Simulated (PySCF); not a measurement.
C7H9O3P.
Numbering: `[CH3:1][c:2]1[cH:3][cH:4][c:5]([P:6](=[O:7])([OH:8])[OH:9])[cH:10][cH:11]1`

NICS = −σ at a ghost point: NICS(0) at the centroid of the ring atoms, NICS(1) 1 Å to either side along the normal of their mean plane, zz for the tensor component along that normal. Level: GIAO PBE0/pcSseg-1 (PySCF, non-relativistic, gas phase) on the GFN2-xTB geometry, one conformer.

Ring bond lengths (Å), with Mayer bond orders in brackets: C2–C3 1.391 (1.40), C3–C4 1.382 (1.45), C4–C5 1.385 (1.39), C5–C10 1.385 (1.43), C10–C11 1.382 (1.44), C11–C2 1.392 (1.40).

Problem. Give the NICS values of each ring in ppm.

Solution. 
| ring | type | NICS(0) | NICS(1), two faces | NICS(1)zz, two faces | rms pucker (Å) | centre to ring atoms, mean (Å) |
| --- | --- | --- | --- | --- | --- | --- |
| C2–C3–C4–C5–C10–C11 | 6-membered carbocycle; formal bonds all aromatic | -8.6 | -11.4 / -11.4 | -27.6 / -27.7 | 0.00 | 1.39 |

Problem. What do they say, and how far can they be read as aromaticity?

Solution. 
- C2–C3–C4–C5–C10–C11: mean NICS(1)zz -27.7 ppm, shielded. For a flat ring without four-coordinate atoms the NICS criterion counts such a value as aromatic.

Problem. And the bond-length index? Use HOMA with the parameters of Krygowski (1993).

Solution. 
- C2–C3–C4–C5–C10–C11: HOMA 1.00 = 1 − EN − GEO, with mean bond length 1.386 Å, EN = α(Ropt − mean)² = 0.001 and GEO = α × variance = 0.004. The geometric and the magnetic index point the same way.

Problem. Give the inner angles of the rings and the Hirshfeld charges of the ring atoms.

Solution. 
- C2–C3–C4–C5–C10–C11: C2 118.9° (+0.021 e), C3 120.8° (-0.049 e), C4 119.6° (-0.041 e), C5 120.4° (-0.069 e), C10 119.7° (-0.039 e), C11 120.6° (-0.049 e); sum 720.0° against 720° for a flat convex ring.

The values belong to the conformer `[CH3:1][c:2]1[cH:3][cH:4][c:5]([P:6](=[O:7])([OH:8])[OH:9])[cH:10][cH:11]1`: C4–C5–P6–O7 172°, H–O8–P6–C5 110°, H–O9–P6–C5 -149°.
